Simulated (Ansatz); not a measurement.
`ClC1CCCCC1`, 18 atoms. The species carries charge 0 and has multiplicity 1. Hardware: A = 2 threads of an AMD EPYC 7R13 on a shared host and a share of an NVIDIA H100 80 GB; B = 2 threads of an AMD EPYC 7R13 on a shared host. Correlated methods freeze the cores. Open-shell runs search over several starts.

**Question.** How many basis functions does each run have, and how long does it take in Ansatz? UKS r2SCAN-D4/def2-TZVPP energy of the cation [A]; RKS r2SCAN-D4/def2-TZVPP energy and forces [A]; UKS B2PLYP (frozen core)/def2-TZVPP energy of the cation [A]; RKS CAM-B3LYP-D4/def2-TZVPP energy [A]; UHF-MP2/def2-QZVPP energy of the cation [A]; RKS LC-ωPBE/def2-TZVPP energy [A]; RKS ωB97M-V/def2-QZVPP energy [A]; RKS ωB97M-V/def2-TZVPP energy and forces [A]; RHF-CCSD(T)/def2-SVP energy [A]; RKS ωB97M-V/def2-SVP energy [B]; UKS PBE-D4/def2-TZVPP energy of the cation [A]; RKS PBE0-D4/def2-TZVP relaxation (6 steps) [A]. (Best estimate.)

**Answer.** The calculation gave: Other jobs shared the machine, so times are rough.

```tsv
level	job	functions	wall time	peak host memory (GiB)
RKS LC-ωPBE/def2-TZVPP	energy [A]	382	5.5 s	0.91
RKS CAM-B3LYP-D4/def2-TZVPP	energy [A]	382	5.5 s	0.92
RHF-CCSD(T)/def2-SVP	energy [A]	157	5.5 s	0.83
RKS ωB97M-V/def2-QZVPP	energy [A]	742	6 s	1.4
RKS ωB97M-V/def2-TZVPP	energy and forces [A]	382	7 s	1
RKS r2SCAN-D4/def2-TZVPP	energy and forces [A]	382	8 s	0.93
RKS ωB97M-V/def2-SVP	energy [B]	157	11 s	0.83
UKS PBE-D4/def2-TZVPP	energy of the cation [A]	382	21 s	1
UKS B2PLYP (frozen core)/def2-TZVPP	energy of the cation [A]	382	22 s	1.9
RKS PBE0-D4/def2-TZVP	relaxation (6 steps) [A]	289	23 s	0.93
UKS r2SCAN-D4/def2-TZVPP	energy of the cation [A]	382	24 s	1.1
UHF-MP2/def2-QZVPP	energy of the cation [A]	742	54 s	1.5
```

LC-ωPBE has ω = 0.4 bohr⁻¹.
